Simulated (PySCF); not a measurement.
Predicted microwave data (PBE0-D3(BJ)/def2-SVP geometry optimisation, gas phase in PySCF 2.14.0) for one isomer of CH4Cl2Si:

- Rotational constants: A = 4283, B = 2375, C = 1674 MHz
- Dipole components: |μa| = 0.00 D, |μb| = 2.10 D, |μc| = 0.29 D
- Inertial defect: -28.81 u·Å²
- κ: -0.46

Task: Which structure is it? (One computed conformer of each.)
A. `C[SiH](Cl)Cl` (methyldichlorosilane)
B. `[Cl:1][CH2:2][SiH2:3][Cl:4]` with Cl1–C2–Si3–Cl4 180°

Result: A. It is C[SiH](Cl)Cl, an asymmetric top, point group Cs. The candidates at the same level (rigid rotor, commonest isotopes):

```tsv
SMILES	A (MHz)	B (MHz)	C (MHz)	μa (D)	μb (D)	μc (D)	Δ (u·Å²)	point group	rotor
ClC[SiH2]Cl	15554	1205	1142	0.12	0.49	0.00	-9.27	Cs	near-prolate asymmetric top
C[SiH](Cl)Cl	4283	2375	1674	0.00	2.10	0.29	-28.81	Cs	asymmetric top
```

`ClC[SiH2]Cl` has A 263 % too high. In the right answer the mirror of this Cs structure is the bc plane, so μa vanishes by symmetry (the 0.01 D computed is a residue). No structure here is proved a minimum.
